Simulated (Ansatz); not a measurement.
Species: CH5O2SSi, SMILES `CS(=O)[SiH2][O-]` (O–S–Si–O torsion 166°) (charge -1, multiplicity 1).

Task: Give a relaxed geometry from CAM-B3LYP-D3(BJ)/def2-TZVPD (Ansatz, a quantum-chemistry and plane-wave program).

Result: One answer among several that fit: the end point of this relaxation, one of several conformers (outside a Z-matrix the atoms follow the SMILES, hydrogens last).
Cartesian coordinates (Å) in one orientation:
```xyz
10

C     -1.456     0.244     0.041
S     -0.306    -1.147     0.062
O     -0.324    -1.760    -1.330
Si     1.541     0.163     0.317
O      1.412     1.061     1.574
H     -1.292     0.822     0.950
H     -1.249     0.858    -0.836
H     -2.475    -0.139    -0.004
H      2.597    -0.902     0.271
H      1.553     0.800    -1.043
```
